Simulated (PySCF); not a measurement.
CH7NOSi3.
Numbering: `[N:1]#[C:2][Si@H:3]([SiH3:4])[O:5][SiH3:6]` (hydrogens: H7 on Si3; H8, H9, H10 on Si4; H11, H12, H13 on Si6)

Computed with PBE0-D3(BJ)/def2-SVP geometry optimisation, gas phase (PySCF).

List the bond lengths, angles and torsions at this level.

```csv
bond,length (Å)
N1≡C2,1.160
C2–Si3,1.868
Si3–Si4,2.345
Si3–O5,1.649
O5–Si6,1.668
Si3–H7,1.486
"Si4–H8, Si4–H9, Si4–H10",1.494
"Si6–H11, Si6–H12, Si6–H13",1.491
```

Bonds in one row agree within 0.01 Å and their mean is given. A selection of angles:
```csv
angle,degrees
N1–C2–Si3,177.7
C2–Si3–Si4,106.9
C2–Si3–O5,108.3
C2–Si3–H7,106.3
Si4–Si3–O5,111.5
Si4–Si3–H7,114.2
O5–Si3–H7,109.4
Si3–Si4–H8,109.7
H8–Si4–H9,109.9
Si3–O5–Si6,145.2
O5–Si6–H11,107.7
O5–Si6–H12,109.8
H11–Si6–H12,110.4
```

Torsions: C2–Si3–O5–Si6 51° (synclinal).

Si4 (SiH3 silicon) is tetrahedral (angles from 108.7° to 109.9°). Si6 (oxygen-bound silicon) is tetrahedral (angles from 107.7° to 110.4°). Si3 (oxygen-bound silicon) is distorted tetrahedral (angles from 106.3° to 114.2°).

Point group: C1 (no symmetry element, even within 0.4 Å). Whether it is a minimum is left open (no frequencies). One conformer, not necessarily the lowest.
